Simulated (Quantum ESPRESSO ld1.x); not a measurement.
Task: Species: Tb0.1+. Configuration: [Ne] 3s2 3p5.9 3d10 4s2 4p6 4d10 4f9 5s2 5p6 6s2 (fractional occupations, a model configuration). Method: scalar-relativistic Kohn-Sham, LDA (Slater exchange, VWN5 correlation), spin-unpolarised, spherical densities, point nucleus; computed with ld1.x of Quantum ESPRESSO 7.5. Some entries of the table are withheld. Estimate them.

orbital  occ.  eigenvalue (hartree)  <r> (bohr)
1s          2              -1904.41         (1)
2s          2              -315.914     0.09155
2p          6              -280.866         (2)
3s          2              -70.1544      0.2395
3p        5.9              -59.3454      0.2382
3d         10              -45.2416      0.2165
4s          2              -13.9119      0.5413
4p          6              -10.3482      0.5734
4d         10              -5.45717      0.6230
5s          2              -1.79100       1.323
5p          6              -0.95467       1.570
4f          9              -0.17124      0.8940
6s          2              -0.16308       4.023

Result: 
(1) 1s <r> (bohr): 0.02152
(2) 2p <r> (bohr): 0.08090
